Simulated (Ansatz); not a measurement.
A made-up structure of CH₄AlBr, singlet:

```tsv
atom	x (Å)	y (Å)	z (Å)
Al1	-0.5802	0.2254	-0.5963
C2	0.3911	0.1912	0.6684
Br3	0.8809	-1.7453	-0.1840
H4	-2.0539	-0.3534	-0.2306
H5	0.1347	0.9252	-1.8769
H6	-0.0884	-0.0316	1.6378
H7	1.3157	0.7885	0.5817
```

It is relaxed with PBE-D4/def2-SVP and then PBE0-D4/def2-TZVP (Ansatz 0.2.0). Atoms count as bonded within 1.22 times the sum of their covalent radii (H–H: 0.88 Å). The end point is not checked to be a true minimum.

Question: Does its bonding change? (A judgement: the text doesn't fix the answer.)

Answer: Computed: No: no bond forms or breaks.

Where it ends: The first stage lowers the energy by 2.29 eV in 7 steps. It ends as CH₄AlBr ([CH2]1[AlH2][Br]1):
```
7
angstrom
Al -0.7065 0.2438 -0.7500
C 0.5078 0.1469 0.7892
Br 0.9437 -1.6425 -0.0209
H -2.1901 -0.2672 -0.5498
H -0.1631 0.9167 -2.0744
H 0.1541 -0.0786 1.7919
H 1.4542 0.6808 0.8140
```

Labels in which every atom is bracketed show which atoms are joined, not bond orders.

For scale, one of the runs: PBE0-D4/def2-TZVP relaxation, 140 basis functions, launched by `ansatz run in.yaml --threads 2 --pin off --events-out ev --progress --plain --max-ram 4352MiB`. Hardware: 2 CPU threads of an Arm Neoverse V2, shared host. Wall time about 18 s.
